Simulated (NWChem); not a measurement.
Molecule: cyclohexanone (C₆H₁₀O); SMILES O=C1CCCCC1

```xyz
17

O     -0.3258     2.3058     0.0000
C      0.0814     1.1595     0.0000
C      0.3550     0.3883     1.2869
C     -0.2951    -1.0117     1.2668
C      0.0841    -1.7925     0.0000
C     -0.2951    -1.0117    -1.2668
C      0.3550     0.3883    -1.2869
H      1.4462     0.2729     1.3798
H      0.0116     0.9905     2.1332
H     -0.0017    -1.5668     2.1660
H     -1.3876    -0.9006     1.3104
H     -0.4100    -2.7720     0.0000
H      1.1670    -1.9872     0.0000
H     -0.0017    -1.5668    -2.1660
H     -1.3876    -0.9006    -1.3104
H      0.0116     0.9905    -2.1332
H      1.4462     0.2729    -1.3798
```
Atoms are numbered in this order, from 1.

Program: NWChem. Geometry: optimised at B3LYP/6-31G* (spherical d). Ions are spin-unrestricted doublets at the neutral geometry; other ion states weren't tried.

```csv
level,"vertical ionisation energy, ΔSCF (eV)",−ε(HOMO) (eV),ΔSCF minus −ε(HOMO) (eV)
B3LYP/def2-SVP,9.03,6.56,2.47
PBE/def2-SVP,8.68,5.19,3.49
CAM-B3LYP/def2-SVP,9.18,8.25,0.93
"LDA (Slater exchange, VWN5)/def2-SVP",8.84,5.31,3.53
LRC-wPBEh/def2-SVP,[?],[?],[?]
```

### Question
Complete the blanks.

### Answer

- LRC-wPBEh/def2-SVP, vertical ionisation energy, ΔSCF (eV): 9.13
- LRC-wPBEh/def2-SVP, −ε(HOMO) (eV): 8.69
- LRC-wPBEh/def2-SVP, ΔSCF minus −ε(HOMO) (eV): 0.44
